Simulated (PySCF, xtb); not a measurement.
dimethoxyethane (C4H10O2), SMILES COCCOC.

GFN2-xTB (xtb) at its own geometry gives an orbital gap of 11.73 eV and a dipole moment of 1.47 D.

Geometry: PBE-D3(BJ)/def2-SVP. The values are those of a single conformer.

Problem. What does M06-2X/def2-TZVP in PySCF give? (The exact figures need the calculation; the answer reports its results.)

Solution. gap 10.89 eV (levels -8.90 and 1.99 eV), dipole 1.40 D.
